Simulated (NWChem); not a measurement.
Molecule: SbHTeCl2; SMILES [Cl][Sb]([Cl])[TeH]

```xyz
5

Sb     0.0057     0.8643     0.6119
Cl    -1.9113     1.2883    -0.7271
Cl     1.6451     1.7685    -0.8614
Te     0.0585    -1.8067    -0.1018
H      1.1918    -2.0968     1.0868
```
Atoms are numbered in this order, from 1.

Program: NWChem. Structure relaxed at the PBE0/def2-SVP level. def2 effective core potentials on Sb, Te; no spin-orbit coupling.

Task: What does the run give for B3LYP/def2-SVP (core potentials)? Quantities: highest occupied level (eV); orbital gap (eV); dipole (D).

Result: 
```json
{
  "highest occupied level (eV)": "-6.56",
  "orbital gap (eV)": "4.30",
  "dipole (D)": "2.78"
}
```
